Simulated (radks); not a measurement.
The numbers below are computed, except where a source is named.
Species: Zr2+. Configuration: [Kr] 4d2. Code: a radial shooting solver on a logarithmic mesh with Libxc functionals. Model: Dirac Kohn-Sham, Wu-Cohen GGA, spin-unpolarised, spherical densities, point nucleus; open shells fill j = l - 1/2 first.

Spin-orbit splittings of the eigenvalues, e(l+1/2) - e(l-1/2), with zeta = 2 splitting/(2l+1) and mean radii in bohr:

| shell | occ. | splitting (eV) | zeta (eV) | <r> j=l-1/2 | <r> j=l+1/2 |
|---|---|---|---|---|---|
| 2p | 6 | 85.87 | 57.25 | 0.1387 | 0.1430 |
| 3p | 6 | 13.67 | 9.117 | 0.4551 | 0.4656 |
| 3d | 10 | 2.498 | 0.9991 | 0.4506 | 0.4541 |
| 4p | 6 | 1.791 | 1.194 | 1.343 | 1.373 |
| 4d | 2 | 0.1568 | 0.06273 | 1.993 | 2.008 |
